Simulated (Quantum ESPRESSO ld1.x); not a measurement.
All-electron atom: O4+ in [He] 2s1 4f1 (not the ground configuration). All-electron calculation, scalar-relativistic Kohn-Sham, LDA (Slater exchange, Perdew-Zunger correlation), spin-polarised, spherical densities, point nucleus; open shells are filled with parallel spins first. Program: ld1.x of Quantum ESPRESSO 7.5.

Radial electron density D(r) = 4 pi r^2 rho(r):

```
   r/bohr * D(r) (the largest magnitude, 8.4, reaches the edge; | marks zero)
  0.01638 |    *
  0.01847 |      *
  0.02083 |       *
  0.02348 |         *
  0.02648 |           *
  0.02985 |             *
  0.03366 |                *
  0.03795 |                   *
  0.04279 |                       *
  0.04825 |                           *
   0.0544 |                               *
  0.06133 |                                   *
  0.06915 |                                        *
  0.07797 |                                            *
  0.08791 |                                                *
  0.09912 |                                                   *
   0.1118 |                                                     *
    0.126 |                                                      *
   0.1421 |                                                     *
   0.1602 |                                                   *
   0.1806 |                                               *
   0.2036 |                                          *
   0.2296 |                                    *
   0.2589 |                             *
   0.2942 |                      *
   0.3317 |                *
    0.374 |           *
   0.4217 |        *
   0.4755 |       *
   0.5361 |       *
   0.6044 |       *
   0.6815 |       *
   0.7684 |       *
   0.8664 |       *
   0.9768 |      *
    1.101 |    *
    1.242 |   *
      1.4 |  *
    1.579 | *
     1.78 |*
    2.007 |*
    2.263 | *
    2.551 | *
    2.876 | *
    3.243 | *
    3.657 | *
    4.123 | *
    4.649 |*
    5.241 |*
    5.909 *
    6.663 *
    7.512 *
     8.47 *
     9.55 *
```

D(r) has 3 maxima, at r = 0.128, 0.738, 3.17 bohr, and minima at 0.528, 1.87 bohr, inside which lie 2.09, 3.04 electrons.
